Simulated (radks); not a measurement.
Results of a calculation; reference values are marked as such.
Problem. These are the eigenvalues of the occupied orbitals of an atom or ion with whole-number occupations (eV). Level of theory: Dirac Kohn-Sham, PBE, spin-unpolarised, spherical densities, finite nucleus; Fermi nuclear charge, rms radius of each element as measured or else 0.836 A^(1/3) + 0.57 fm (a radial shooting solver on a logarithmic mesh with Libxc functionals).

orbital  eigenvalue
1s1/2     -31185.29
2s1/2     -5488.697
2p1/2     -5196.964
2p3/2     -4943.686
3s1/2     -1707.129
3p1/2     -1589.755
3p3/2     -1539.079
3d3/2     -1338.068
3d5/2     -1327.096

Which element is it, and in what charge state? The configuration may be excited. Open shells, if any, fill j = l - 1/2 first.

Solution. Z = 51, antimony, charge +25: Sb25+ in [Ar] 3d8. The list shows which subshells hold electrons but not how many an open one holds; the 1s level, -1146 hartree, gives Z - s = 47.9 by -(Z - s)^2/2, which with screening and relativity narrows Z to a few neighbours, and the depths of the outer levels then fix element, charge and occupations together.
